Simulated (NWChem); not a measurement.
System: BSiH₄OF; SMILES OB(F)[SiH3]

NWChem printed, in part:

```
             Northwest Computational Chemistry Package (NWChem) 7.3.0
             --------------------------------------------------------

                             Geometry "geometry" -> ""
                             -------------------------

 Output coordinates in angstroms (scale by  1.889725989 to convert to a.u.)

  No.       Tag          Charge          X              Y              Z
 ---- ---------------- ---------- -------------- -------------- --------------
    1 B                    5.0000    -0.03256100    -0.55851200     0.00221200
    2 F                    9.0000     1.10292300    -1.26791000    -0.00344100
    3 O                    8.0000    -1.20342800    -1.22056300     0.00195900
    4 H                    1.0000    -1.08540300    -2.18079300    -0.00335300
    5 Si                  14.0000     0.02959200     1.47348200     0.00175400
    6 H                    1.0000    -1.33801100     2.06321600     0.11843500
    7 H                    1.0000     0.65571600     1.96480200    -1.26661100
    8 H                    1.0000     0.86667100     1.96643300     1.14054500

 Effective nuclear repulsion energy (a.u.)     146.5236240946

  xc_inp: hfexch multiplicative factor not found.

                                 NWChem DFT Module
                                 -----------------

 Summary of "ao basis" -> "ao basis" (spherical)
 ------------------------------------------------------------------------------
       Tag                 Description            Shells   Functions and Types
 ---------------- ------------------------------  ------  ---------------------
 B                           6-31g*                  6       14   3s2p1d
 F                           6-31g*                  6       14   3s2p1d
 O                           6-31g*                  6       14   3s2p1d
 H                           6-31g*                  2        2   2s
 Si                          6-31g*                  8       18   4s3p1d

            General Information
            -------------------
          SCF calculation type: DFT
          Wavefunction type:  closed shell.
          No. of atoms     :     8
          No. of electrons :    40
           Alpha electrons :    20
            Beta electrons :    20
          Charge           :     0
          Spin multiplicity:     1
          Use of symmetry is: off; symmetry adaption is: off
          Maximum number of iterations: 150
          AO basis - number of functions:    68
                     number of shells:    34
          Convergence on energy requested:  1.00D-06
          Convergence on density requested:  1.00D-05
          Convergence on gradient requested:  5.00D-04

              XC Information
              --------------
                     Hartree-Fock (Exact) Exchange  1.000

      Superposition of Atomic Density Guess
      -------------------------------------

 Sum of atomic energies:        -489.46301043

      Non-variational initial energy
      ------------------------------

 Total energy =    -490.676907
 1-e energy   =    -968.512575
 2-e energy   =     331.312044
 HOMO         =      -0.354253
 LUMO         =       0.040835

     ---------------------------------------------
      Total Density - Mulliken Population Analysis
     ---------------------------------------------

    Atom       Charge   Shell Charges
 -----------   ------   -------------------------------------------------------
    1 B    5     4.17   2.00  0.55  0.93  0.41  0.17  0.11
    2 F    9     9.49   2.00  0.95  3.45  0.98  2.10  0.01
    3 O    8     8.85   2.00  0.94  3.12  0.87  1.92  0.01
    4 H    1     0.46   0.35  0.11
    5 Si  14    13.89   2.00  2.00  5.97  1.00  1.81  0.34  0.67  0.09
    6 H    1     1.05   0.47  0.58
    7 H    1     1.05   0.47  0.58
    8 H    1     1.05   0.47  0.58

   convergence    iter        energy       DeltaE   RMS-Dens  Diis-err
 ---------------- ----- ----------------- --------- --------- ---------
 d= 0,ls=0.0,diis     1   -490.2467799200 -6.37D+02  7.93D-03  5.85D-01
 d= 0,ls=0.0,diis     2   -490.3088465071 -6.21D-02  2.63D-03  1.57D-01
 d= 0,ls=0.0,diis     3   -490.3231927493 -1.43D-02  1.17D-03  4.81D-03
 d= 0,ls=0.0,diis     4   -490.3242393886 -1.05D-03  2.89D-04  1.50D-04
 d= 0,ls=0.0,diis     5   -490.3242816722 -4.23D-05  6.98D-05  1.32D-05
  Resetting Diis
 d= 0,ls=0.0,diis     6   -490.3242843646 -2.69D-06  2.63D-05  2.24D-06
 d= 0,ls=0.0,diis     7   -490.3242847277 -3.63D-07  5.12D-06  5.06D-08

         Total DFT energy =     -490.324284727669
      One electron energy =     -971.252174895578
           Coulomb energy =      378.530197685747
    Exchange-Corr. energy =      -44.125931612400
 Nuclear repulsion energy =      146.523624094562

 Numeric. integr. density =        0.000000000000

                       DFT Final Molecular Orbital Analysis
                       ------------------------------------

 Vector   18  Occ=2.000000D+00  E=-4.769431D-01
              MO Center=  5.2D-01,  1.8D+00, -1.0D-01, r^2= 2.2D+00
   Bfn.  Coefficient  Atom+Function         Bfn.  Coefficient  Atom+Function
  ----- ------------  ---------------      ----- ------------  ---------------
    53      0.391089  5 Si pz                66     -0.304896  7 H  s
    68      0.284287  8 H  s                 65     -0.239391  7 H  s
    67      0.223589  8 H  s                 49     -0.162182  5 Si pz
    61     -0.077714  5 Si d  1              57      0.073864  5 Si pz
    33     -0.065278  3 O  pz                37     -0.053733  3 O  pz

 Vector   19  Occ=2.000000D+00  E=-4.763804D-01
              MO Center= -4.5D-01,  1.9D+00,  1.0D-01, r^2= 2.1D+00
   Bfn.  Coefficient  Atom+Function         Bfn.  Coefficient  Atom+Function
  ----- ------------  ---------------      ----- ------------  ---------------
    51      0.393617  5 Si px                64     -0.343424  6 H  s
    63     -0.271731  6 H  s                 68      0.188418  8 H  s
    47     -0.162856  5 Si px                66      0.150058  7 H  s
    67      0.146709  8 H  s                 65      0.116618  7 H  s
    55      0.068408  5 Si px                60      0.063347  5 Si d  0

 Vector   20  Occ=2.000000D+00  E=-4.354919D-01
              MO Center=  4.0D-02,  5.6D-01, -2.0D-03, r^2= 2.4D+00
   Bfn.  Coefficient  Atom+Function         Bfn.  Coefficient  Atom+Function
  ----- ------------  ---------------      ----- ------------  ---------------
    52      0.413662  5 Si py                 4     -0.317904  1 B  py
     6     -0.280695  1 B  s                 18      0.188299  2 F  py
    48     -0.165406  5 Si py                22      0.158716  2 F  py
     2     -0.145618  1 B  s                 34      0.138148  3 O  s
    32      0.123686  3 O  py                66      0.115758  7 H  s

 Vector   21  Occ=0.000000D+00  E= 1.233522D-01
              MO Center= -1.3D-01,  3.9D-01,  4.3D-02, r^2= 3.8D+00
   Bfn.  Coefficient  Atom+Function         Bfn.  Coefficient  Atom+Function
  ----- ------------  ---------------      ----- ------------  ---------------
    57      0.874515  5 Si pz                66      0.665932  7 H  s
    68     -0.607477  8 H  s                  9      0.373666  1 B  pz
     5      0.280769  1 B  pz                37     -0.234531  3 O  pz
    33     -0.181200  3 O  pz                23     -0.167586  2 F  pz
    19     -0.139083  2 F  pz                53      0.137361  5 Si pz

 Vector   22  Occ=0.000000D+00  E= 1.721535D-01
              MO Center=  2.8D-01,  1.9D+00, -1.4D-02, r^2= 5.0D+00
   Bfn.  Coefficient  Atom+Function         Bfn.  Coefficient  Atom+Function
  ----- ------------  ---------------      ----- ------------  ---------------
    56      1.615000  5 Si py                 6      1.266847  1 B  s
    64     -0.732662  6 H  s                  8      0.642986  1 B  py
    55     -0.525372  5 Si px                54     -0.463861  5 Si s
    44      0.308444  4 H  s                 34     -0.190306  3 O  s
     4      0.148322  1 B  py                66     -0.110100  7 H  s

[...]

                     NWChem Electrostatic Potential Fit Module
                     -----------------------------------------

 Atom parameters

 Number of atoms is                                    8
 Number of basis functions is                         68

 Grid parameters

 Maximum number of grid points is                  38707
 Number of grid points is                          38706
 Grid range                                     0.300000 nm
 Grid spacing                                   0.020000 nm
 Probe radius                                   0.070000 nm
 Atom radius factor                             1.000000

 Atomic radii

    1    0.100000
    5    0.158000
    8    0.136000
    9    0.128000
   14    0.187000
 FASTESP  F
  using M.O. file = ./job.movecs

    Atom              Coordinates                           Charge

                                                  ESP

    1 B    -0.003256   -0.055851    0.000221    0.728381
    2 F     0.110292   -0.126791   -0.000344   -0.382616
    3 O    -0.120343   -0.122056    0.000196   -0.767446
    4 H    -0.108540   -0.218079   -0.000335    0.475120
    5 Si    0.002959    0.147348    0.000175    0.255616
    6 H    -0.133801    0.206322    0.011844   -0.091385
    7 H     0.065572    0.196480   -0.126661   -0.107844
    8 H     0.086667    0.196643    0.114055   -0.109826
                                            ------------
                                               -0.000000

 Dipole moment                                  0.512369

 Quadrupole moment Qxx                         -7.567223
                   Qyy                          3.975819
                   Qzz                          3.591404

 RMS deviation kJ/mol                           0.050527

 RRMS %                                        24.862935
```

Level: Hartree-Fock/6-31G* (spherical d). Coordinates come from a PBE0/def2-SVP optimisation.

Problem. Write an input that gives this output.

Solution. One answer among several that fit: the input that was run:
```
start job
memory heap 200 mb stack 900 mb global 1100 mb
geometry units angstroms noautosym nocenter noautoz
  B     -0.032561    -0.558512     0.002212
  F      1.102923    -1.267910    -0.003441
  O     -1.203428    -1.220563     0.001959
  H     -1.085403    -2.180793    -0.003353
  Si     0.029592     1.473482     0.001754
  H     -1.338011     2.063216     0.118435
  H      0.655716     1.964802    -1.266611
  H      0.866671     1.966433     1.140545
end
basis spherical
  * library 6-31g*
end
dft
  xc hfexch
  iterations 150
  mulliken
end
task dft energy
esp
  recalculate
  probe 0.07
  range 0.3
  factor 1.0
  spacing 0.02
end
task esp
```
